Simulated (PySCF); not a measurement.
How the method changes the constants of HgH⁺

State: ¹Σ⁺ (singlet), closed shell. Set-up: basis Hg def2-SVPD with ECP60, H def2-SVPD; scalar-relativistic core potentials; PySCF 2.14. De refers to Hg⁺ + H in their ground configurations, without counterpoise correction. A positive dipole points towards H; it is taken about the centre of mass and depends on that origin.

```csv
Level,Re (Å),ωe (cm⁻¹),De (eV),μ (D),"CPU s a point (SCF and correlation, without the integrals)"
RHF,1.628,2039,1.21,-1.32,0.043
RHF-MP2,1.568,2129,2.45,n/a,0.069
RHF-SCS-MP2,1.579,2091,2.47,n/a,n/a
RHF-CCSD,1.594,2024,2.52,n/a,n/a
RHF-CCSD(T),1.596,2001,2.60,n/a,1.5
PBE,1.614,1965,2.82,-0.05,0.39
revPBE,1.617,1954,2.69,-0.12,0.29
TPSS,1.613,1999,2.82,-0.25,0.65
r²SCAN,1.598,2050,2.79,-0.25,0.63
r²SCANh,1.598,2060,2.71,-0.33,0.65
PBE0,1.608,2021,2.57,-0.35,0.74
```

Task: Which functional lies closest to RHF-CCSD(T) in De, which farthest, and by how much do they differ from it?

Result: Closest is PBE0 (+1.2 pm in Re, +1.0 % in ωe, -0.03 eV in De against RHF-CCSD(T) in the same basis), farthest PBE (+1.8 pm in Re, -1.8 % in ωe, +0.22 eV in De). CCSD(T) converges more slowly with the basis than the functionals do and binds too weakly in this one, so the order can change at the basis-set limit.

Task: What does second-order correlation do here, going from RHF to RHF-MP2?

Result: RHF-MP2 less RHF: -6.0 pm in Re, +4.4 % in ωe, +1.24 eV in De. Correlation nearly always deepens the well. The bond shortens, as in weak, metallic or heavy-atom bonds, where dispersion and the correlation of outer-core electrons pull the atoms together.

Task: What does all correlation do here, going from RHF to RHF-CCSD(T)?

Result: RHF-CCSD(T) less RHF: -3.2 pm in Re, -1.9 % in ωe, +1.39 eV in De. Correlation nearly always deepens the well. The bond shortens, as in weak, metallic or heavy-atom bonds, where dispersion and the correlation of outer-core electrons pull the atoms together.

Correlated steps freeze no core orbitals. Correlated levels converge slowly with the basis: in double zeta they bind strong bonds too weakly, by up to about 1 eV, and carry superposition errors of some tenths. Spin–orbit coupling is left out. For an ion De counts to the pair picked by the measured ionisation energies or electron affinities, which need not be the lowest pair at this level. Where the molecule has an RHF reference, its open-shell atoms are computed with UHF. The CCSD T1 diagnostic is raised, a sign that a single reference may not be enough here.

The whole job (state search and all levels along the bond) took about 1.2 min on 1 thread of Arm Neoverse V1 (shared host), peak memory 0.48 GiB.
